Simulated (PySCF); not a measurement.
CH₄BFSe, SMILES CB(F)[SeH].

The structure is a stationary point at PBE-D3(BJ)/def2-SVP. This is a generated structure with no PubChem entry under its InChIKey; it may be hypothetical. The values are those of a single conformer.

Level of theory: PBE0/def2-TZVP in PySCF.

Gas-phase values at a fixed geometry.

- total energy: -2566.45437 hartree
- point group: Cs
- highest occupied level: -7.51 eV
- lowest empty level: -0.42 eV
- orbital gap: 7.10 eV
- dipole moment: 0.389 e·Å
- quadrupole, principal values (traceless, Buckingham form, about the centre of nuclear charge): -1.16, -1.04, 2.20 D·Å
- mean static polarisability: 53.1 bohr³ (7.87 Å³)
- polarisability, principal values: 42.8, 49.5, 67.1 bohr³
